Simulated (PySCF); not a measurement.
From one molecule to another.

First species: C6H8BN.
SMILES: `N(B)c1ccccc1`

Second species: Ge2H8SSi.
Atom-mapped SMILES: `[SiH3:1][GeH2:2][GeH2:3][SH:4]` (hydrogens: H5, H6, H7 on Si1; H8, H9 on Ge2; H10, H11 on Ge3; H12 on S4)

Geometry (PBE0-D3(BJ)/def2-SVP, Å), atoms numbered from 1 in this order:
```xyz
12
Ge2H8SSi angstrom
Si     2.403   -0.028   -0.028
Ge     0.185    0.778   -0.426
Ge    -1.460   -0.845    0.298
S     -3.524   -0.174   -0.248
H      2.338   -1.421    0.512
H      3.102    0.837    0.970
H      3.186   -0.045   -1.300
H     -0.040    1.066   -1.922
H     -0.060    2.093    0.342
H     -1.296   -2.181   -0.447
H     -1.361   -1.106    1.816
H     -3.437    0.995    0.424
```

Levels: wB97X-D/def2-SVPD for dipole moment, HOMO energy, LUMO energy, HOMO–LUMO gap, static isotropic polarisability and electronic spatial extent ⟨r²⟩ about the centre of nuclear charge; TDDFT wB97X-D/def2-SVPD for lowest singlet excitation; TDA wB97X-D/def2-SVPD for lowest triplet excitation (Tamm–Dancoff); ΔSCF wB97X-D/def2-SVPD for vertical ionisation energy; PBE0-D3(BJ)/def2-SVP for rotational constant A and rotational constant C. Geometries: PBE0-D3(BJ)/def2-SVP. Each structure is a single optimised conformer of the isolated species, non-relativistic unless stated. Electronic properties by PySCF.

Dipoles, sizes and rotational constants follow the conformer. The torsions of the flexible species, by atom-mapped SMILES:
- `[BH2:1][NH:2][c:3]1[cH:4][cH:5][cH:6][cH:7][cH:8]1`: B1–N2–C3–C4 8°
- `[SiH3:1][GeH2:2][GeH2:3][SH:4]`: Si1–Ge2–Ge3–S4 -175°, H–S4–Ge3–Ge2 -57°

Values for the first species:

```
Dipole moment                                                     : 1.30 D
HOMO energy                                                       : -8.35 eV
LUMO energy                                                       : 0.90 eV
HOMO–LUMO gap                                                     : 9.25 eV
Lowest singlet excitation                                         : 5.09 eV
Lowest triplet excitation (Tamm–Dancoff)                          : 3.86 eV
Static isotropic polarisability                                   : 94.3 au
Vertical ionisation energy                                        : 8.43 eV
Electronic spatial extent ⟨r²⟩ about the centre of nuclear charge : 974 bohr²
Rotational constant A                                             : 5.174 GHz
Rotational constant C                                             : 1.198 GHz
```

Problem. Estimate the same properties for the second species, and the change in each.

Solution. 
```
                                                         property      first      second  second less first
                                                    dipole moment     1.30 D      1.71 D            +0.41 D
                                                      HOMO energy   -8.35 eV    -8.85 eV           -0.50 eV
                                                      LUMO energy    0.90 eV     0.83 eV           -0.07 eV
                                                    HOMO–LUMO gap    9.25 eV     9.68 eV           +0.43 eV
                                        lowest singlet excitation    5.09 eV     5.40 eV           +0.31 eV
                         lowest triplet excitation (Tamm–Dancoff)    3.86 eV     4.94 eV           +1.08 eV
                                  static isotropic polarisability    94.3 au    122.3 au           +28.0 au
                                       vertical ionisation energy    8.43 eV     9.05 eV           +0.62 eV
electronic spatial extent ⟨r²⟩ about the centre of nuclear charge  974 bohr²  1688 bohr²         +714 bohr²
                                            rotational constant A  5.174 GHz   4.186 GHz         -0.988 GHz
                                            rotational constant C  1.198 GHz   0.627 GHz         -0.571 GHz
```

On the first: No computed singlet falls in the visible range (750 to 380 nm, 1.65 to 3.26 eV); S1 lies 1.83 eV above its blue end. The polarisability is 13.97 Å³ as a volume (1 au = 0.148185 Å³), or 1.68 au for each of the 56 electrons.

On the second: The ΔSCF ionisation energy exceeds −ε(HOMO) by 0.20 eV with wB97X-D. The polarisability is 18.12 Å³ as a volume (1 au = 0.148185 Å³), or 1.20 au for each of the 102 electrons. The calculation is non-relativistic and has no spin–orbit coupling, an omission that weighs most on germanium.
